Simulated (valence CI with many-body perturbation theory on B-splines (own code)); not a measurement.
## Ladder of approximations for Ru4+

Calculated by relativistic CI+MBPT: four valence electrons over a frozen Dirac-Fock core [Kr], radial functions for each j: 9 s, 9 p, 10 d, 8 f, 5 g, 3 h, 1 i, with the one-electron correlation potential Σ1 (screened to all orders), the two-electron term Σ2, the three-electron term Σ3, Breit, model QED; selected single and double excitations, second order for the rest, scaled by the run's own slope (own B-spline code, finite nucleus).

No measured levels were compared; by estimate terms of the open shell hold to 2 to 4 % of their energy, and close levels can change places; different configurations can be misplaced against each other by 1,000 to 8,000 cm⁻¹. Core correlation moves these levels by up to 16000 cm⁻¹, and in measured spectra 5 to 20 % of such shifts remained as error; rates that hang on mixing are uncertain with them. Among the levels kept, up to 310 cm⁻¹ of a level comes from second order outside the variational space, and about a tenth of that is noise between levels of different J, which matters for small intervals. Only levels of the ground parity were solved; by the run's estimate the other parity begins above the list, which can be wrong where configurations are misplaced.

Each rung adds one term. CI alone is the Dirac-Coulomb CI over the frozen core; QED comes last and gives the full result, which names the levels. Energies are above 4d4 5D_0 on the same rung, in eV.

Names give the largest LS component (configuration and term), which can be under half, so a name can repeat, a term be missing and a line seem to break the LS rules; names also repeat where a configuration has a term twice. Letters in brackets count levels of one name in rising energy.

```tsv
Level	CI alone	Σ1	Σ2	Σ3	Breit	QED	Full
4d4 5D_1	0.0576	+0.0065	+0.0023	+0.0002	-0.0040	+0.0003	0.0630
4d4 5D_2	0.1534	+0.0154	+0.0069	+0.0003	-0.0094	+0.0007	0.1673
4d4 5D_3	0.2727	+0.0248	+0.0136	+0.0002	-0.0155	+0.0011	0.2969
4d4 5D_4	0.4070	+0.0338	+0.0221	+0.0001	-0.0219	+0.0016	0.4427
4d4 3P_0 [a]	1.872	+0.0229	+0.1852	-0.0020	+0.0056	-0.0001	2.083
4d4 3H_4	2.266	+0.0410	-0.1955	-0.0155	-0.0063	+0.0005	2.090
4d4 3H_5	2.415	+0.0573	-0.2097	-0.0120	-0.0154	+0.0011	2.236
4d4 3H_6	2.530	+0.0665	-0.2110	-0.0115	-0.0223	+0.0015	2.354
4d4 3P_1 [a]	2.150	+0.0470	+0.1925	+0.0102	-0.0080	+0.0010	2.392
4d4 3F_3 [a]	2.466	+0.0503	-0.0324	-0.0227	-0.0076	+0.0008	2.454
4d4 3F_2 [a]	2.455	+0.0519	+0.0331	-0.0161	-0.0107	+0.0011	2.514
4d4 3F_4 [a]	2.557	+0.0633	-0.0314	-0.0198	-0.0155	+0.0013	2.555
4d4 3P_2 [a]	2.540	+0.0733	+0.1955	+0.0115	-0.0216	+0.0021	2.801
4d4 3G_3	2.882	+0.0696	-0.0871	-0.0235	-0.0201	+0.0018	2.823
4d4 3G_4	2.958	+0.0694	-0.1118	-0.0325	-0.0203	+0.0017	2.864
4d4 3G_5	3.069	+0.0817	-0.1397	-0.0276	-0.0276	+0.0021	2.958
4d4 1I_6	3.626	+0.0873	-0.3151	-0.0317	-0.0246	+0.0018	3.344
4d4 3D_3	3.487	+0.0653	-0.0648	-0.0515	-0.0143	+0.0013	3.423
4d4 3D_2	3.492	+0.0663	-0.0275	-0.0427	-0.0170	+0.0016	3.473
4d4 3D_1	3.580	+0.0750	-0.0478	-0.0526	-0.0181	+0.0018	3.538
4d4 1G_4 [a]	3.688	+0.0948	+0.0027	-0.0953	-0.0283	+0.0025	3.664
4d4 1S_0 [a]	3.973	+0.0806	+0.2536	-0.1793	-0.0208	+0.0021	4.109
4d4 1D_2 [a]	4.120	+0.0970	+0.0689	+0.0622	-0.0203	+0.0022	4.330
4d4 1F_3	4.817	+0.0921	-0.1175	-0.0035	-0.0170	+0.0017	4.772
4d4 3P_2 [b]	5.436	+0.0875	+0.0354	-0.0047	-0.0131	+0.0015	5.543
4d4 3F_4 [b]	5.590	+0.0946	-0.0098	-0.0189	-0.0180	+0.0018	5.639
4d4 3F_2 [b]	5.630	+0.1011	-0.0317	-0.0162	-0.0183	+0.0020	5.666
4d4 3F_3 [b]	5.668	+0.1056	-0.0216	-0.0172	-0.0214	+0.0022	5.716
4d4 3P_1 [b]	5.706	+0.1079	+0.0394	-0.0014	-0.0213	+0.0024	5.833
4d4 3P_0 [b]	5.847	+0.1181	+0.0479	-0.0051	-0.0264	+0.0028	5.985
4d4 1G_4 [b]	6.384	+0.1168	-0.0970	-0.0037	-0.0207	+0.0021	6.382
```

The middle columns are the shifts that each term adds.

(1) How does the ionisation energy move along the ladder, and which term matters most?

Answers

(1) CI alone 57.631, + Σ1 59.053, + Σ2 60.084, + Σ3 60.067, + Breit 60.076, + QED 60.081 eV. The largest step is Σ1, 1.423 eV. NIST lists 59 ± 1.9 eV (theoretical).
